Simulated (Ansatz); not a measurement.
Consider the substitution at a C–Si bond: `C=C(O)[SiH2]C=O` + `C=CN[SiH3]` → `C=CN([SiH3])C=O` + `C=C(O)[SiH3]`.

Program: Ansatz. Geometries: PBE0-D4/def2-TZVP. ΔE: electronic, gas phase. CCSD(T)/CBS adds triple-zeta CCSD(T) − MP2 to the extrapolated MP2 energy (def2 sets, frozen cores). This one scheme is used for every species. Functionals use def2-TZVPP. B3LYP here is the variant with VWN-RPA as its local correlation; programs differ in this. One conformer a species, not always the lowest.

Question: Is it downhill or uphill in electronic energy at CCSD(T)/CBS, and by how much? (Best estimate.)

Answer: Ansatz gave: Downhill: ΔE = -0.58 eV.

Question: What do these levels give: PBE-D4, B3LYP-D4, ωB97X-V, ωB97M-V, B2PLYP, r2SCAN, HF/def2-TZVPP, MP2/def2-TZVPP, HF/def2-QZVPP, MP2/def2-QZVPP, SCS-MP2/def2-QZVPP, CCSD/CBS(def2)? (Best estimate.)

Answer: Computed: PBE-D4 -0.64, B3LYP-D4 -0.59, ωB97X-V -0.61, ωB97M-V -0.58, B2PLYP -0.58, r2SCAN -0.66, HF/def2-TZVPP -0.51, MP2/def2-TZVPP -0.65, HF/def2-QZVPP -0.50, MP2/def2-QZVPP -0.64, SCS-MP2/def2-QZVPP -0.58, CCSD/CBS(def2) -0.54 eV.

Largest T1 diagnostic among the species: 0.015.

In def2-TZVPP, CCSD(T) changes the Hartree–Fock value by −0.10 eV (the triples alone add −0.04 eV) and MP2 by −0.15 eV. The D4 term adds −0.06 eV with B3LYP and −0.03 eV with PBE0; it sums over pairs of atoms, weighted by their polarisabilities, and B3LYP, whose exchange is more repulsive, gets the larger term.
